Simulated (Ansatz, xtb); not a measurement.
Species: sum formula BNH, charge -1, multiplicity 1. SMILES of the parent species: B=[N]
Coordinates optimised at B3LYP-D3(BJ)/def2-TZVP (Ansatz, a program for electronic structure):
```xyz
3

B      0.0000     0.0000    -0.5880
N      0.0000     0.0000     0.6732
H      0.0000     0.0000    -1.7723
```
Charge -1, spin multiplicity 1.

Harmonic wavenumbers from GFN2-xTB (xtb, at its own minimum), cm⁻¹: 641, 641, 1838, 2147.

### Question
Give the harmonic wavenumbers at B3LYP-D3(BJ)/def2-TZVP (Ansatz, finite differences of forces, unscaled).

### Answer
679, 679, 1752, 2733 cm⁻¹. Zero-point energy 8.4 kcal/mol.

### Question
From these and the geometry, give the ideal-gas thermochemistry at 298.15 K and 1 atm (rigid rotor, harmonic oscillator).

### Answer
Point group C∞v, rotational symmetry number 1. Rotational constants 38.32, 38.32 GHz. S(trans) 35.68, S(rot) 12.10, S(vib) 0.67, S(elec, spin only) 0.00, S 48.4 cal/(mol K). H(298) - H(0) 2.23 kcal/mol; G - E(el) -3.9 kcal/mol.
